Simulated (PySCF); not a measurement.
Computed properties of C2H4BF3, SMILES FCB(F)CF

C₂H₄BF₃, SMILES FCB(F)CF. The structure is a stationary point at B3LYP-D3(BJ)/def2-SVP. This is a generated structure with no PubChem entry under its InChIKey; it may be hypothetical. The values are those of a single conformer. All values are computed for the isolated molecule unless a solvent is named; none is compared with measurement here.

**Structure.** The optimised structure has Cs symmetry. All 24 harmonic modes at B3LYP-D3(BJ)/def2-SVP (PySCF) are real, so it is a minimum. With heavy atoms numbered as in [F:1][CH2:2][B:3]([F:4])[CH2:5][F:6], the shortest bond between them is B3–F4 at 1.326 Å and the longest B3–C5 at 1.576 Å.

**Vibrations.** The strongest infrared lines (harmonic, unscaled, degenerate partners summed) lie at 1059 cm⁻¹ (135 km/mol, C 46 %, F 30 %, B 20 %), 1388 cm⁻¹ (76 km/mol, H 50 %, C 33 %, B 16 %), 1087 cm⁻¹ (76 km/mol, C 47 %, F 39 %, H 10 %). The softest mode is at 93 cm⁻¹ and the zero-point energy is 41.4 kcal/mol.

**Electronic structure.** CAM-B3LYP/def2-TZVP (PySCF) places the frontier levels at -10.26 and 0.44 eV, a gap of 10.70 eV, and gives a dipole moment of 1.75 D and a mean polarisability of 38.0 bohr³. PBE/def2-TZVP (PySCF) at the same geometry gives -7.07 and -1.69 eV, so its gap is 5.32 eV narrower. An orbital gap is neither the optical nor the fundamental gap.

**Excitations.** TDA-PBE0/def2-SVPD (PySCF) has S1 at 6.29 eV (197 nm, f = 0.000, dark); the most intense of the 10 singlets computed lies at 8.13 eV (f = 0.14). T1 (TDA) is at 5.72 eV, 0.57 eV under S1. TDA-PBE/def2-SVPD (PySCF) puts S1 at 5.56 eV. No vertical singlet excitation falls in the visible range (under 3.1 eV).

**NMR.** GIAO shifts at PBE0/pcSseg-1 (PySCF) (non-relativistic, atoms alike by connectivity averaged): ¹³C at 81.8 ppm against TMS; ¹H at 5.0 ppm against TMS; ¹⁹F from -309.9 to -37.9 ppm against CFCl3; ¹¹B at 48.3 ppm against BF3.
